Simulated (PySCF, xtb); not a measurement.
B(F)(GeH3)(OH) (BFGeH4O), SMILES [GeH3][B](O)F. One conformer was computed; it need not be the lowest.

Harmonic wavenumbers (cm⁻¹) from GFN2-xTB (xtb 6.7.1) at its own minimum, in rising order: 43, 166, 276, 295, 467, 525, 535, 684, 821, 893, 902, 934, 1160, 1309, 2032, 2091, 2116, 3545.

Question: What does r2SCAN-D4/def2-SVP (PySCF) give at its own minimum? (Estimate from the structure and the level; the computed values follow.)

Answer: 43, 187, 300, 327, 515, 568, 579, 658, 811, 893, 896, 991, 1257, 1413, 2142, 2143, 2161, 3781. Paired by order, the mean absolute difference is 53 cm⁻¹ and the zero-point energies are 26.9 and 28.1 kcal/mol.
